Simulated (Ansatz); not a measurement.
`OB(Cl)[NH][GeH3]`, charge 0, multiplicity 1.

Problem. Give a relaxed structure at PBE0-D4/def2-TZVP (Ansatz 0.2.0). (Estimate.)

Solution. Computed: 
Cartesian coordinates in Å:
```
O -1.355 -2.160 0.292
B -0.624 -1.033 0.511
Cl -0.274 -0.664 2.219
N -0.131 -0.156 -0.468
Ge 0.866 1.377 -0.156
H -1.531 -2.339 -0.634
H -0.322 -0.356 -1.438
H 1.137 1.955 -1.555
H 0.053 2.365 0.688
H 2.181 1.012 0.542
```
Point group Cs.
This is one stationary point; other conformers may exist.
